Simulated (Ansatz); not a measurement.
`CC(Br)[TeH]` + `[AlH2][NH][SiH3]` → `[SiH3][NH][AlH][TeH]` + `CCBr`  (formal exchange of groups at a Te–C bond)

Computed with Ansatz on PBE0-D4/def2-TZVP structures; ΔE is electronic, products minus reactants. CCSD(T)/CBS adds triple-zeta CCSD(T) − MP2 to the extrapolated MP2 energy (def2 sets, frozen cores). Functionals use def2-TZVPP. Elements past krypton have def2 core potentials. For Br, Te outer-core shells are correlated without core-valence functions, which leaves a few kJ/mol of doubt a bond. Scalar relativity is left out up to krypton. One conformer a species, not always the lowest.

```
             level  ΔE (kJ/mol)
            B2PLYP       -163.5
CCSD(T)/def2-TZVPP       -160.7
```

Task: What does CCSD(T)/CBS give? (An estimate is asked.)

Result: The calculation gave: -160.5 kJ/mol. The listed levels differ from it by -3.0, -0.2 kJ/mol.

Largest T1 diagnostic among the species: 0.011.

In def2-TZVPP, CCSD(T) changes the Hartree–Fock value by +20.7 kJ/mol (the triples alone add +3.4 kJ/mol) and MP2 by +22.4 kJ/mol. From PBE to PBE0 (25 % exact exchange), in def2-TZVPP and without D4, ΔE moves by −7.7 kJ/mol. The D4 term adds +4.7 kJ/mol with B3LYP and +1.9 kJ/mol with PBE0; it sums over pairs of atoms, weighted by their polarisabilities, and B3LYP, whose exchange is more repulsive, gets the larger term.

CCSD(T)/CBS has its own doubt, a few kJ/mol and more with outer-core shells, so smaller differences from it don't rank the levels.

B3LYP here is the variant with VWN-RPA as its local correlation; programs differ in this.
